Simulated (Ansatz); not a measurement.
C3H7AlSi (`[AlH2]/[CH]=C1/C[SiH2]1`), relaxed with RKS PBE0-D4/def2-TZVP in the Gaussian-basis code of Ansatz from a PBE-D4/def2-SVP geometry. The force threshold is 0.005 eV/Å; the program also tests the step.

Total charge 0; spin multiplicity 1.

Start:

```xyz
12

Al    0.484   -2.451   -0.376
C     1.134   -0.612   -0.427
C     0.263    0.361   -0.075
C     0.207    1.859    0.088
Si   -1.386    0.934    0.559
H    -1.032   -2.677    0.093
H     1.411   -3.694   -0.787
H     2.157   -0.295   -0.728
H     0.858    2.315    0.859
H     0.199    2.455   -0.848
H    -1.734    0.767    2.005
H    -2.560    1.038   -0.363
```

| step | energy (eV) | largest force (eV/Å) | largest move (Å) |
| --- | --- | --- | --- |
| 1 | -17688.3750 | 0.723 | 0.000 |
| 2 | -17688.4234 | 0.283 | 0.035 |
| 3 | -17688.4299 | 0.080 | 0.017 |
| 4 (rejected) | -17688.4275 | 0.270 | 0.031 |
| 5 | -17688.4303 | 0.049 | 0.015 |
| 6 | -17688.4304 | 0.063 | 0.024 |
| 7 | -17688.4309 | 0.020 | 0.011 |
| 8 | -17688.4310 | 0.011 | 0.003 |
| 9 | -17688.4310 | 0.009 | 0.004 |
| 10 | -17688.4311 | 0.011 | 0.010 |
| 11 (rejected) | -17688.4217 | 0.394 | 0.026 |
| 12 | -17688.4311 | 0.014 | 0.007 |
| 13 (rejected) | -17688.4311 | 0.013 | 0.008 |
| 14 | -17688.4311 | 0.004 | 0.004 |

End:

```xyz
12

Al    0.482   -2.431   -0.375
C     1.110   -0.601   -0.434
C     0.249    0.344   -0.058
C     0.203    1.844    0.090
Si   -1.368    0.942    0.551
H    -1.011   -2.675    0.106
H     1.412   -3.653   -0.788
H     2.107   -0.279   -0.747
H     0.831    2.272    0.871
H     0.240    2.422   -0.833
H    -1.725    0.803    1.979
H    -2.530    1.013   -0.362
```

Run time 33 s (4 threads of an Intel Xeon 6975P-C on a shared host); peak host memory 0.62 GiB.
